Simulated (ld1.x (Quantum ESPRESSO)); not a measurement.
**manganese: TM semilocal pseudisation with LDA (PZ), scalar-relativistic reference atom.**

```
Element                 : manganese
Generator               : ld1.x (Quantum ESPRESSO) 7.5
Type                    : norm-conserving Troullier–Martins (semilocal form)
Functional              : LDA (PZ)
Relativity              : scalar-relativistic
Frozen core             : [Ne]
Valence charge          : 15
Reference configuration : 3s2 3p6 3d5 4s1 4p0 (charge +1)
Partial waves           : 3s (bound): rc 0.68 bohr; 3p (bound): rc 0.90 bohr; 3d (bound): rc 1.42 bohr
Local potential         : the d channel
Core correction         : none
```

Occupied shells without a wave of their own: 4s. They enter only through the test configuration that unscreens the potential.

All-electron outer shells of the reference configuration (LDA (PZ), scalar-relativistic, ld1.x):

```tsv
shell	level (eV)	outermost node (bohr)	outermost maximum (bohr)
2p	-637.98	–	0.19
3s	-93.71	0.34	0.74
3p	-62.80	0.31	0.75
3d	-15.21	–	0.75
4s	-12.17	1.05	2.35
4p	-7.39	1.15	2.91
```

**Question.** Estimate the cutoffs (Ry, on a coarse ladder) from which the occupation-weighted sum of valence levels, in a spherical-Bessel basis at the reference potential, stays within 10 and 1 mRy of its value at 400 Ry.

**Answer.** 230 Ry and over 300 Ry.

**Question.** Which valence shell sets the plane-wave cutoff?

**Answer.** 3s: its level needs over 300 Ry to come within 1 mRy, against 180 Ry for 4s.

**Question.** Tests: 3s2 3p6 3d5 4s2 4p0; 3s2 3p6 3d5 4s0 4p0; 3s2 3p6 3d4 4s0 4p0; 3s2 3p6 3d4 4s2 4p0; 3s1 3p6 3d5 4s2 4p0; 3s2 3p6 3d5.5 4s1.5 4p0; 3s2 3p6 3d5 4s1 4p1. Which has the largest error in its energy relative to the reference configuration, and how large is it?

**Answer.** 3s2 3p6 3d4 4s0 4p0, with -145 meV (all-electron minus pseudo) on +48.69 eV.
